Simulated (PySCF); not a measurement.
CH₂AlF₃O, SMILES [OH][AlH][C](F)(F)F. Atoms are numbered in the order given.

```xyz
8

Al    -0.4597     0.8504     0.9013
C     -0.0595    -0.6186    -0.4235
F     -1.0950    -1.4955    -0.5474
F      1.0235    -1.3616    -0.0663
F      0.1923    -0.1519    -1.6754
H     -1.7962     0.8817     1.7326
O      0.7775     2.0077     1.0152
H      0.8228     2.7929     1.5716
```

Coordinates come from a TPSSh-D3(BJ)/def2-SVP optimisation. The structure was generated by enumeration; whether it is a known compound was not checked. Other conformers were not sampled.

Two levels are set side by side: PBE/pcSseg-1 (PySCF) and PBE0/pcSseg-1 (PySCF). GIAO shifts against CFCl3 (¹⁹F), H2O (¹⁷O), TMS (¹H), TMS (¹³C) at the same level; non-relativistic, no solvent, atoms listed together averaged. Differences are taken from unrounded values.

| quantity | PBE0 |
|---|---|
| δ(¹³C) of C2 (ppm) | 141.1 |
| δ(¹H) of H6 (ppm) | 4.84 |
| δ(¹⁷O) of O7 (ppm) | 74.7 |
| δ(¹H) of H8 (ppm) | 3.71 |

Task: What does PBE give, and how far is it from PBE0? (The exact figures need the calculation; the answer reports its results.)

Result: 
| quantity | PBE | PBE minus PBE0 |
|---|---|---|
| δ(¹³C) of C2 (ppm) | 146.5 | 5.3 |
| δ(¹H) of H6 (ppm) | 5.01 | 0.17 |
| δ(¹⁷O) of O7 (ppm) | 94.0 | 19.3 |
| δ(¹H) of H8 (ppm) | 4.03 | 0.32 |

Rough cost on one machine, each run with all the roots and properties that it gave: PBE0 against PBE within a factor of 2.
